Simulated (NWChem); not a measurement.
System: Si₂SbH₇; SMILES [SiH3][SbH][SiH3]

Here is an NWChem input.

```
start job
memory heap 200 mb stack 900 mb global 1100 mb
geometry units angstroms noautoz
  Sb    -0.831871    -0.043577     0.000000
  H     -0.777964    -1.778615     0.000000
  Si     1.016368     0.024628     1.830848
  H      2.144899    -0.930532     1.548981
  H      1.569298     1.423775     1.892119
  H      0.415044    -0.309335     3.169987
  Si     1.016368     0.024628    -1.830848
  H      2.144899    -0.930532    -1.548981
  H      0.415044    -0.309335    -3.169987
  H      1.569298     1.423775    -1.892119
end
basis spherical
  * library def2-svp
end
ecp
  Sb library def2-ecp
end
dft
  xc pbe0
  iterations 150
  mulliken
end
task dft energy
```

Excerpt of the output:

```
             Northwest Computational Chemistry Package (NWChem) 7.3.0
             --------------------------------------------------------

 CS  symmetry detected

                             Geometry "geometry" -> ""
                             -------------------------

 Output coordinates in angstroms (scale by  1.889725989 to convert to a.u.)

  No.       Tag          Charge          X              Y              Z
 ---- ---------------- ---------- -------------- -------------- --------------
    1 Sb                  51.0000    -0.75609535     0.02483775     0.00000000
    2 H                    1.0000    -0.78063379    -1.71086404     0.00000000
    3 Si                  14.0000     1.09333784     0.00946819    -1.83084800
    4 H                    1.0000     2.17756153    -0.99570435    -1.54898100
    5 H                    1.0000     1.70891777     1.38220461    -1.89211900
    6 H                    1.0000     0.47753918    -0.29698548    -3.16998700
    7 Si                  14.0000     1.09333784     0.00946819     1.83084800
    8 H                    1.0000     2.17756153    -0.99570435     1.54898100
    9 H                    1.0000     0.47753918    -0.29698548     3.16998700
   10 H                    1.0000     1.70891777     1.38220461     1.89211900

 Effective nuclear repulsion energy (a.u.)     429.5864419927

      Symmetry information
      --------------------

 Group name             Cs
 Group number              2
 Group order               2
 No. of unique centers     6

                                 NWChem DFT Module
                                 -----------------

 Summary of "ao basis" -> "ao basis" (spherical)
 ------------------------------------------------------------------------------
       Tag                 Description            Shells   Functions and Types
 ---------------- ------------------------------  ------  ---------------------
 Sb                         def2-svp                10       26   4s4p2d
 H                          def2-svp                 3        5   2s1p
 Si                         def2-svp                 8       18   4s3p1d

      Symmetry analysis of basis
      --------------------------

        a'         55
        a"         42

            General Information
            -------------------
          SCF calculation type: DFT
          Wavefunction type:  closed shell.
          No. of atoms     :    10
          No. of electrons :    58
           Alpha electrons :    29
            Beta electrons :    29
          Charge           :     0
          Spin multiplicity:     1
          Use of symmetry is: on ; symmetry adaption is: on
          Maximum number of iterations: 150
          AO basis - number of functions:    97
                     number of shells:    47
          Convergence on energy requested:  1.00D-06
          Convergence on density requested:  1.00D-05
          Convergence on gradient requested:  5.00D-04

              XC Information
              --------------
                         PBE0 Method XC Functional
                     Hartree-Fock (Exact) Exchange  0.250
          PerdewBurkeErnzerhof Exchange Functional  0.750
            Perdew 1991 LDA Correlation Functional  1.000 local
           PerdewBurkeErnz. Correlation Functional  1.000 non-local

             Grid Information
             ----------------
          Grid used for XC integration:  medium
          Radial quadrature: Mura-Knowles
          Angular quadrature: Lebedev.
          Tag              B.-S. Rad. Rad. Pts. Rad. Cut. Ang. Pts.
          ---              ---------- --------- --------- ---------
          Sb                  1.45      123          10.0       590
          H                   0.35       45          14.0       434
          Si                  1.10       88          12.0       590
          Grid pruning is: on
          Number of quadrature shells:   391
          Spatial weights used:  Erf1

      Superposition of Atomic Density Guess
      -------------------------------------

 Sum of atomic energies:        -858.58435609

      Non-variational initial energy
      ------------------------------

 Total energy =    -820.855594
 1-e energy   =   -1693.981341
 2-e energy   =     637.443235
 HOMO         =      -0.263473
 LUMO         =       0.036693

      Symmetry analysis of molecular orbitals - initial
      -------------------------------------------------

  Numbering of irreducible representations:

     1 a'          2 a"

  Orbital symmetries:

     1 a"          2 a'          3 a'          4 a'          5 a"
     6 a'          7 a'          8 a"          9 a'         10 a"
    11 a'         12 a"         13 a'         14 a"         15 a'
    16 a"         17 a'         18 a"         19 a'         20 a'
    21 a"         22 a'         23 a'         24 a'         25 a"
    26 a"         27 a'         28 a"         29 a'         30 a"
    31 a'         32 a'         33 a'         34 a"         35 a'
    36 a'         37 a"         38 a"         39 a'

     ---------------------------------------------
      Total Density - Mulliken Population Analysis
     ---------------------------------------------

    Atom       Charge   Shell Charges
 -----------   ------   -------------------------------------------------------
    1 Sb  23    23.04   2.11 -0.08  1.16  0.64  2.95  3.07  1.65  1.47  9.80  0.27
    2 H    1     1.02   0.61  0.40  0.01
    3 Si  14    13.78   2.00  1.99  1.02  0.32  5.94  1.10  1.31  0.10
    4 H    1     1.06   0.69  0.36  0.01
    5 H    1     1.07   0.69  0.37  0.01
    6 H    1     1.06   0.69  0.36  0.01
    7 Si  14    13.78   2.00  1.99  1.02  0.32  5.94  1.10  1.31  0.10
    8 H    1     1.06   0.69  0.36  0.01
    9 H    1     1.06   0.69  0.36  0.01
   10 H    1     1.07   0.69  0.37  0.01

   convergence    iter        energy       DeltaE   RMS-Dens  Diis-err
 ---------------- ----- ----------------- --------- --------- ---------
 d= 0,ls=0.0,diis     1   -822.9766633065 -1.06D+03  7.54D-03  1.65D-01
 d= 0,ls=0.0,diis     2   -822.9983980063 -2.17D-02  3.18D-03  3.43D-02
 d= 0,ls=0.0,diis     3   -823.0041986565 -5.80D-03  1.01D-03  7.51D-03
 d= 0,ls=0.0,diis     4   -823.0056517639 -1.45D-03  2.66D-04  1.95D-04
 d= 0,ls=0.0,diis     5   -823.0056909278 -3.92D-05  6.33D-05  1.96D-05
  Resetting Diis
 d= 0,ls=0.0,diis     6   -823.0056945513 -3.62D-06  1.05D-05  5.37D-07
 d= 0,ls=0.0,diis     7   -823.0056946485 -9.72D-08  3.22D-06  1.61D-08

         Total DFT energy =     -823.005694648538
      One electron energy =    -1696.334396224424
           Coulomb energy =      701.137664203590
    Exchange-Corr. energy =      -63.491475341878
 Nuclear repulsion energy =      235.682512714174

 Numeric. integr. density =       57.999988308523

                  Occupations of the irreducible representations
                  ----------------------------------------------

                     irrep           alpha         beta
                     --------     --------     --------
                     a'               17.0         17.0
                     a"               12.0         12.0

                       DFT Final Molecular Orbital Analysis
                       ------------------------------------

 Vector   27  Occ=2.000000D+00  E=-3.258239D-01  Symmetry=a'
              MO Center= -4.8D-02, -2.8D-01, -2.4D-14, r^2= 4.7D+00
   Bfn.  Coefficient  Atom+Function         Bfn.  Coefficient  Atom+Function
  ----- ------------  ---------------      ----- ------------  ---------------
    27     -0.329333   2 H  s                12      0.327083   1 Sb py
    28     -0.244610   2 H  s                15      0.170006   1 Sb py
    55     -0.167428   5 H  s                93     -0.167428  10 H  s
     3      0.150017   1 Sb s                11      0.139271   1 Sb px
     4      0.126584   1 Sb s                 9     -0.124294   1 Sb py

 Vector   28  Occ=2.000000D+00  E=-2.904802D-01  Symmetry=a"
              MO Center=  1.6D-01, -5.4D-03, -4.5D-15, r^2= 4.8D+00
   Bfn.  Coefficient  Atom+Function         Bfn.  Coefficient  Atom+Function
  ----- ------------  ---------------      ----- ------------  ---------------
    13      0.411677   1 Sb pz               16      0.239257   1 Sb pz
    41     -0.172623   3 Si pz               44     -0.171923   3 Si pz
    74     -0.172623   7 Si pz               77     -0.171923   7 Si pz
    10     -0.152222   1 Sb pz               60      0.142551   6 H  s
    88     -0.142551   9 H  s                 7     -0.123696   1 Sb pz

 Vector   29  Occ=2.000000D+00  E=-2.649698D-01  Symmetry=a'
              MO Center= -3.9D-01,  1.6D-02, -1.5D-14, r^2= 4.2D+00
   Bfn.  Coefficient  Atom+Function         Bfn.  Coefficient  Atom+Function
  ----- ------------  ---------------      ----- ------------  ---------------
    11      0.403603   1 Sb px                3     -0.335515   1 Sb s
    14      0.321717   1 Sb px                4     -0.206534   1 Sb s
    12     -0.170914   1 Sb py                8     -0.152663   1 Sb px
    15     -0.151336   1 Sb py                1      0.139238   1 Sb s
     5     -0.123573   1 Sb px               39     -0.123801   3 Si px

 Vector   30  Occ=0.000000D+00  E=-1.644083D-02  Symmetry=a"
              MO Center= -5.8D-02, -2.4D-02,  3.0D-13, r^2= 5.9D+00
   Bfn.  Coefficient  Atom+Function         Bfn.  Coefficient  Atom+Function
  ----- ------------  ---------------      ----- ------------  ---------------
    16      0.939764   1 Sb pz               35      0.543041   3 Si s
    68     -0.543041   7 Si s                44      0.434711   3 Si pz
    77      0.434711   7 Si pz               34      0.325630   3 Si s
    67     -0.325630   7 Si s                13      0.322754   1 Sb pz
    42     -0.297084   3 Si px               75      0.297084   7 Si px

[...]
```

Level: PBE0/def2-SVP with def2 effective core potentials on Sb. Geometry: optimised at PBE-D3(BJ)/def2-SVP. No frequency run checked for a minimum. def2 effective core potentials on Sb; no spin-orbit coupling.
